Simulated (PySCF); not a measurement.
A structure optimised at PBE-D3(BJ)/def2-SVP, used in a PySCF frequency run:

```xyz
10

C     -0.3671     3.6887     0.0000
C      0.3810     2.5608     0.0000
C     -0.1709     1.2164     0.0000
C      0.6021     0.1056     0.0000
Br    -0.0918    -1.6472     0.0000
H     -1.4685     3.6442     0.0000
H      0.0971     4.6859     0.0000
H      1.4825     2.6432     0.0000
H     -1.2695     1.1125     0.0000
H      1.7025     0.1375     0.0000
```

Write its SMILES, formula and point group.

C=C/C=C/Br, C4H5Br, Cs

What are its rotational constants (standard atomic weights)?

28.637, 0.98190, 0.94934 GHz
